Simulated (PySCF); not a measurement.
Excitation energy of Cl²⁺ by level of theory

Cl²⁺ [Ne] 3s2 3p3 (4S) → Cl²⁺ [Ne] 3s1 3p4 (4P), as a difference of total energies. Calculation: PySCF 2.14, in x2c-QZVPPall with one added diffuse shell each of s, p, d, f type (10s7p5d3f1g, 86 functions); the spin-free X2C one-electron Hamiltonian (Gaussian nucleus). Correlated levels: valence: [Ne] frozen. The calculations carry no spin-orbit coupling.

| method | excitation energy (eV) |
| --- | --- |
| UHF | 13.017 |
| MP2 (valence) | 12.956 |
| SCS-MP2 (valence) | 12.946 |
| CCSD (valence) | 12.391 |
| CCSD(T) (valence) | 12.263 |

Task: How much does correlation contribute at CCSD(T) (valence)?

Result: 12.263 − (13.017) = -0.754 eV, measured against UHF.

The coupled-cluster amplitudes are large for the upper state (T1 above 0.03 or a double amplitude above 0.15), so a single reference is strained.
